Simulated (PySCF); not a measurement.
**C7H8FS: g tensor and hyperfine couplings**

Species: C₇H₈FS (doublet state).
Numbering: `[CH2:1][CH2:2][CH2:3][c:4]1[s:5][cH:6][cH:7][c:8]1[F:9]` (hydrogens: H10, H11 on C1; H12, H13 on C2; H14, H15 on C3; H16 on C6; H17 on C7)

Structure used (GFN2-xTB), in Å, numbered top down from 1:
```
atom  x, y, z in Å
C1    -1.8865    1.1525    0.2210
C2    -1.8810   -0.2650    0.6430
C3    -0.9500   -1.0706   -0.2814
C4     0.3742   -0.3978   -0.2941
S5     0.4372    1.3310   -0.3776
C6     2.1809    1.2985   -0.2702
C7     2.6695    0.0417   -0.1812
C8     1.6261   -0.9155   -0.2048
F9     1.8645   -2.2409   -0.1280
H10   -2.2598    1.3847   -0.7615
H11   -1.9748    1.9276    0.9596
H12   -1.5339   -0.3539    1.6743
H13   -2.8889   -0.6949    0.5854
H14   -1.3712   -1.0892   -1.2912
H15   -0.8408   -2.0992    0.0654
H16    2.7194    2.2243   -0.2715
H17    3.7082   -0.2214   -0.0973
```

The hyperfine couplings belong to this conformer and change with its torsions.

Theory: PySCF, UKS B3LYP, pcH-1 on C F H S, non-relativistic, mean-field spin-orbit, GIAO. Isolated species at its GFN2-xTB geometry (one conformer only). A GFN2-xTB geometry isn't a minimum of the functional, and hyperfine couplings can be far from their values at a DFT geometry. The SCF solution wasn't tested for stability.

```
g1, g2, g3                      : 2.00180, 2.00292, 2.00344
g_iso                           : 2.00272
Form of g                       : rhombic: the two nearest values differ by 32 % of g3 − g1
⟨S²⟩                            : 0.7557 (exact 0.7500)
HOMO–LUMO gap, α and β orbitals : 4.95, 4.07 eV
Total energy                    : -769.52455 Eh
Basis functions                 : 315
```

Isotropic coupling and dipolar principal values T1 to T3, in MHz:

| atom | isotope | a_iso | of which spin–orbit | T1 | T2 | T3 | Mulliken spin population |
| --- | --- | --- | --- | --- | --- | --- | --- |
| C1 | 13C | 157.5 | -0.1 | -71.9 | -71.2 | 143.1 | 0.89 |
| C2 | 13C | -26.4 | 0.0 | -2.3 | -1.7 | 4.1 | -0.06 |
| C3 | 13C | 29.4 | 0.0 | -2.9 | -2.2 | 5.2 | 0.02 |
| C4 | 13C | -7.0 | 0.0 | -2.7 | 0.5 | 2.2 | 0.00 |
| S5 | 33S | 130.8 | 0.0 | -12.6 | -1.4 | 14.0 | 0.06 |
| C6 | 13C | 81.6 | 0.0 | -9.8 | -8.4 | 18.2 | 0.09 |
| C7 | 13C | 3.3 | 0.0 | -2.0 | -1.1 | 3.1 | 0.00 |
| C8 | 13C | -1.2 | 0.0 | -1.8 | -0.7 | 2.5 | 0.01 |
| F9 | 19F | 1.5 | 0.0 | -6.6 | -3.3 | 9.9 | 0.00 |
| H10 | 1H | -43.6 | 0.0 | -33.5 | -2.2 | 35.7 | -0.03 |
| H11 | 1H | -51.0 | 0.0 | -33.6 | -2.9 | 36.5 | -0.03 |
| H12 | 1H | 6.0 | 0.0 | -5.1 | -3.3 | 8.4 | 0.00 |
| H13 | 1H | 111.5 | 0.0 | -5.3 | -1.7 | 7.1 | 0.05 |
| H14 | 1H | -1.6 | 0.0 | -2.9 | -2.6 | 5.5 | 0.00 |
| H15 | 1H | -0.9 | 0.0 | -2.4 | -1.4 | 3.8 | 0.00 |
| H16 | 1H | -3.4 | 0.0 | -4.3 | -1.8 | 6.1 | 0.00 |
| H17 | 1H | 10.6 | 0.0 | -1.6 | -0.4 | 2.0 | 0.01 |

The largest Mulliken spin populations are on C1 (+0.89), C6 (+0.09) and S5 (+0.06). No atom but C1 exceeds +0.15. The angles at C1 add up to 354.0°, so it is slightly pyramidal.

Under fast tumbling the dipolar parts average out, and these isotropic splittings remain: 2 × 1H (H12/H13, I = 1/2, 3 lines) with 2.10 mT, 2 × 1H (H10/H11, I = 1/2, 3 lines) with 1.69 mT, 1 × 1H (H17, I = 1/2, 2 lines) with 0.38 mT, 1 × 1H (H16, I = 1/2, 2 lines) with 0.12 mT, 1 × 19F (F9, I = 1/2, 2 lines) with 0.05 mT and 2 × 1H (H14/H15, I = 1/2, 3 lines) with 0.04 mT.

Class means assume fast exchange of nuclei equivalent by connectivity; if that motion is slow, each nucleus keeps its own coupling. The 1H value of +58.8 MHz is a mean of couplings from 6.0 to 111.5 MHz in this one geometry, not an average over conformers. The 1H value of -47.3 MHz is a mean of couplings from -51.0 to -43.6 MHz in this one geometry, not an average over conformers.

The 13C coupling of C1 (157.5 MHz) shows only in satellite lines or after enrichment, since that isotope makes up about 1.07 % of natural carbon.

The 33S coupling of S5 (130.8 MHz) shows only in satellite lines or after enrichment, since that isotope makes up about 0.76 % of natural sulfur.

Examples of negative spin density at the nucleus (bohr⁻³): C2 (-0.0235), H10/H11 (-0.0106) and C4 (-0.0063).
